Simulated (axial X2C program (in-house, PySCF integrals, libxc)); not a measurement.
Spin–orbit effects along a row: molecules with Ga, PBE0

Calculated with an in-house all-electron X2C program for linear molecules (integrals from PySCF), spin-free (one-electron X2C) or two-component (2c: spin–orbit coupling with atomic mean-field Coulomb and Gaunt terms, which also bring small scalar terms), in Dyall basis sets with cores contracted in-house; open shells are unrestricted.

Basis sets: B dyall-v3z, C dyall-v3z, F dyall-av3z, Ga dyall-cv3z, Li dyall-cv3z, N dyall-av3z, O dyall-av3z.

| molecule | spin-free state | Re (Å) | ωe (cm⁻¹) | De (eV) | 2c state | Re 2c (Å) | ωe 2c (cm⁻¹) | De 2c (eV) |
| --- | --- | --- | --- | --- | --- | --- | --- | --- |
| LiGa | M_S = 0, Λ = 0 | 2.865 | 280.9 | 0.85 | Ω = 0 | 2.864 | 280.4 | n/a |
| GaB | M_S = 1, Λ = 0 | 2.026 | 532.8 | 1.95 | Ω = 1 | 2.026 | 531.9 | n/a |
| GaC | M_S = 3/2, Λ = 0 | 1.994 | 542.6 | 3.29 | Ω = 3/2 | 1.995 | 542.2 | n/a |
| GaN | M_S = 1, Λ = 0 | 1.996 | 509.2 | 2.25 | Ω = 1 | 1.996 | 508.9 | n/a |
| GaO | M_S = 1/2, Λ = 0 | 1.697 | 737.9 | 4.14 | Ω = 1/2 | 1.698 | 737.5 | n/a |
| GaF | M_S = 0, Λ = 0 | 1.783 | 609.1 | 5.93 | Ω = 0 | 1.784 | 608.9 | n/a |

**Question.** Work out the shifts from the spin-free to the two-component result.

**Answer.** 

```json
{"molecule": "LiGa", "2c state": "Ω = 0", "ΔRe (Å)": "-0.001", "Δωe (cm⁻¹)": "-0.5", "ΔDe (eV)": "n/a"}
{"molecule": "GaB", "2c state": "Ω = 1", "ΔRe (Å)": "0.000", "Δωe (cm⁻¹)": "-0.9", "ΔDe (eV)": "n/a"}
{"molecule": "GaC", "2c state": "Ω = 3/2", "ΔRe (Å)": "0.001", "Δωe (cm⁻¹)": "-0.4", "ΔDe (eV)": "n/a"}
{"molecule": "GaN", "2c state": "Ω = 1", "ΔRe (Å)": "0.000", "Δωe (cm⁻¹)": "-0.3", "ΔDe (eV)": "n/a"}
{"molecule": "GaO", "2c state": "Ω = 1/2", "ΔRe (Å)": "0.001", "Δωe (cm⁻¹)": "-0.4", "ΔDe (eV)": "n/a"}
{"molecule": "GaF", "2c state": "Ω = 0", "ΔRe (Å)": "0.001", "Δωe (cm⁻¹)": "-0.2", "ΔDe (eV)": "n/a"}
```

Shifts of one unit in the last digit are rounding.

Each entry is the lowest single determinant of a limited PBE0 search at one distance. De goes to single-determinant-based atoms at the same level (for ions the charge split of lowest energy) and is withheld (n/a) where an atom does not fit its ground term or J level. Main or longest-lived isotopes. One determinant is a doubtful description, or other states lie close, for LiGa, GaB, GaC, GaN; these need not be ground states, and all values refer to the states named. Some open-shell Ω = 0 determinants are out of reach, so the Ω given for GaB, GaN need not be the lowest component. With several unpaired electrons the Ω given is that of one determinant, not necessarily of the lowest component. The functionals have no current term, which raises determinants with orbital currents.
